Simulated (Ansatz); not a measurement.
Species: sum formula HSO (charge 0, doublet). It need not be the lowest isomer of its formula. 
Geometry from a B3LYP-D3(BJ)/def2-TZVP (Ansatz, a quantum-chemistry and plane-wave program) optimisation:
```xyz
3

O     -0.0524     0.0068    -1.0363
S     -0.0259    -0.0170     0.6033
H      0.8344     0.2184    -1.3626
```
Charge 0, spin multiplicity 2.

Basis-set convergence of Hartree-Fock and CCSD correlation energies (hartree) with Ansatz. Valence correlation only, unless marked. Open shells are spin-unrestricted. Spin-orbit coupling is left out. Non-relativistic.

| basis | functions | E(HF) | E(corr, CCSD) |
|---|---|---|---|
| cc-pV(D+d)Z | 42 | -472.93330 | -0.32258 |
| cc-pV(T+d)Z | 83 | -472.98023 | -0.41238 |
| cc-pV(Q+d)Z | 149 | -472.99076 | -0.44140 |

Extrapolating the two largest sets (X = 3 and 4) as X^-3: E(corr) = (64·(-0.44140) - 27·(-0.41238))/37 = -0.4626 Eh, an estimate of the basis-set limit. The largest set recovers 95.4 % of it, the smallest 69.7 %.
